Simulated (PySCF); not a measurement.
# Bond lengths and vibrations by method: AlBClH2 cation

Calculated results; nothing here was measured. The program is PySCF 2.14.0, an open-source quantum chemistry code, run on an isolated molecule that a program drew, which may never have been made. The molecule is AlBClH2 cation (charge +1, singlet), drawn as the SMILES string `[AlH2][B+]Cl`.

The geometry was optimised and harmonic frequencies were computed with HF and MP2, all in the cc-pV(D+d)Z basis, for the commonest isotopes, with a restricted reference for singlets and an unrestricted one otherwise, and a frozen core in MP2. Each result is a local minimum of its method.

Geometry at the HF minimum:
```xyz
5
AlBClH2 cation, angstrom
Al   -1.8346    2.1291    1.5099
B    -1.2592    0.9547   -0.3394
Cl   -0.8464    0.1104   -1.6685
H    -2.8880    1.3423    2.3340
H    -1.0519    3.4682    1.5558
```

Lengths of the bonds as drawn, in Å (atoms numbered as above):
```
  bond     HF    MP2
Al1-B2  2.265  2.251
B2-Cl3  1.628  1.629
Al1-H4  1.552  1.555
Al1-H5  1.552  1.555
```

Rotational constants, in GHz:
| constant | HF | MP2 |
|---|---|---|
| A | 118 | 117.5 |
| B | 2.058 | 2.071 |
| C | 2.023 | 2.035 |

Harmonic frequencies in cm^-1, each column in rising order, so a row needn't be the same motion in every method:
| rank | HF | MP2 |
|---|---|---|
| 1 | 187 | 174 |
| 2 | 216 | ? |
| 3 | 306 | 308 |
| 4 | 506 | 485 |
| 5 | 600 | 582 |
| 6 | 748 | 725 |
| 7 | 1208 | 1211 |
| 8 | 2098 | 2059 |
| 9 | 2139 | 2104 |

**Estimate the missing MP2 frequency from the HF column.**

A single factor s that minimises the squared misfit of MP2 against s times HF over the other rows is sum(HF x MP2) / sum(HF^2) = 0.9835, with an rms misfit of 11 cm^-1. For rank 2 it gives 0.9835 x 216 = 212 cm^-1. The calculation gives 202 cm^-1, 10 cm^-1 below the estimate. The drawn bonds are on average as long in MP2 as in HF.
